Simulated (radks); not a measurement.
Correlation energies from several functionals, in hartree. Species: Re+ [Xe] 4f14 5d5 6s1; Yb [Xe] 4f14 6s2; Rh4+ [Kr] 4d5. Calculated with a radial shooting solver on a logarithmic mesh with Libxc functionals: non-relativistic Kohn-Sham, exchange-only B88, spin-polarised, spherical densities, point nucleus. Every spin shell is full or empty, so the densities are truly spherical. Functionals are evaluated on that one density, not self-consistently.

| functional | Re+ | Yb | Rh4+ |
|---|---|---|---|
| PW92 | -7.6067 | -7.1073 | -3.9646 |
| VWN5 | -7.6390 | -7.1369 | -3.9829 |
| PZ | -7.6061 | -7.1109 | -3.9559 |
| PBE | -4.4425 | -4.1245 | -2.1573 |
| LYP | -3.9407 | -3.7345 | -2.0680 |
| P86 | -4.9915 | -4.6508 | -2.4445 |
| OP (B88) | -3.8536 | -3.6456 | -2.0060 |
| TPSS | -4.4346 | -4.1251 | -2.1590 |
| SCAN | -4.4929 | -4.1954 | -2.1410 |
| Tao-Mo | -4.3375 | -4.0257 | -2.0770 |
